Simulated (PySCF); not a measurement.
tert-butanol (C₄H₁₀O), SMILES CC(C)(C)O.

Geometry: PBE-D3(BJ)/def2-SVP. One conformer was computed; it need not be the lowest.

Method: PBE-D3(BJ)/def2-SVP in PySCF 2.14.0.

No scaling factor is applied to the harmonic values.

Problem. Estimate the vibrational spectrum. (An estimate is asked for; the answer gives what the named calculation found.)

Solution. 
```
mode  ν (cm⁻¹)  IR (km/mol)  moving atoms (share of kinetic energy)
----  --------  -----------  --------------------------------------
1          207          1.3                                  H 99 %
2          260          5.3                                  H 95 %
3          272          0.0                                  H 95 %
4          307         64.2                           H 90 %, C 9 %
5          332          1.3                  C 44 %, H 40 %, O 17 %
6          336         29.1                  H 44 %, C 38 %, O 19 %
7          405          0.4                  H 43 %, C 37 %, O 20 %
8          451          8.7                  C 44 %, H 36 %, O 20 %
9          459         14.5                  C 43 %, H 30 %, O 27 %
10         746          1.2                  C 63 %, H 22 %, O 14 %
11         880          0.1                          H 60 %, C 40 %
12         896          2.7                          H 59 %, C 38 %
13         913          0.0                          H 82 %, C 18 %
14         919         30.3                  H 36 %, O 34 %, C 30 %
15         984          7.8                          H 69 %, C 31 %
16         999          0.9                          H 68 %, C 31 %
17        1122         62.2                          H 65 %, C 30 %
18        1194         54.1                          C 66 %, H 30 %
19        1215         23.7                          C 66 %, H 34 %
20        1305         15.2                          H 78 %, C 20 %
21        1326         18.3                          H 72 %, C 28 %
22        1344         31.0                          H 66 %, C 32 %
23        1355         12.1                          H 70 %, C 29 %
24        1390          0.0                                  H 96 %
25        1400          0.0                                  H 96 %
26        1405          0.1                                  H 97 %
27        1419          2.3                                  H 93 %
28        1431          3.8                          H 86 %, C 13 %
29        1439          8.5                                  H 92 %
30        2959         17.2                                  H 97 %
31        2963         24.6                                  H 97 %
32        2980          9.2                                  H 97 %
33        3044          2.6                           H 91 %, C 9 %
34        3050         44.5                           H 91 %, C 9 %
35        3069          3.5                          H 90 %, C 10 %
36        3070         12.2                           H 91 %, C 9 %
37        3074         23.6                           H 91 %, C 9 %
38        3081         26.3                           H 91 %, C 9 %
39        3689          7.7                                  H 94 %
```
